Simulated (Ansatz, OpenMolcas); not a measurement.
# How methods differ on C2H5BClF (SMILES BC(F)CCl)

C2H5BClF: 10 atoms, total charge 0, spin state singlet. SMILES: `BC(F)CCl`. The coordinates come from a PBE0-D4/def2-TZVP relaxation. This is one conformer, not always the lowest.

Each level gives the vertical ionisation energy (to the doublet cation) (eV). The values are calculated.

```csv
level,kind,program,value (eV)
HF/def2-SVP,Hartree–Fock,OpenMolcas,10.31
SVWN5/def2-SVP,LDA,Ansatz,10.32
revPBE/def2-SVP,GGA,Ansatz,10.14
r2SCAN/def2-SVP,meta-GGA,OpenMolcas,10.48
M06-2X/def2-SVP,hybrid meta-GGA,OpenMolcas,11.09
wB97M-V/def2-SVP,range-separated hybrid,Ansatz,11.03
B2PLYP/def2-SVP,double hybrid,Ansatz,10.84
CCSD(T)/def2-SVP,coupled cluster or CI,Ansatz,10.95
```

The values span 10.14 to 11.09 eV. The coupled-cluster rows rest on a doubtful reference here (large T1 or Brueckner and Hartree–Fock orbitals at odds), and rows may lie in different states.
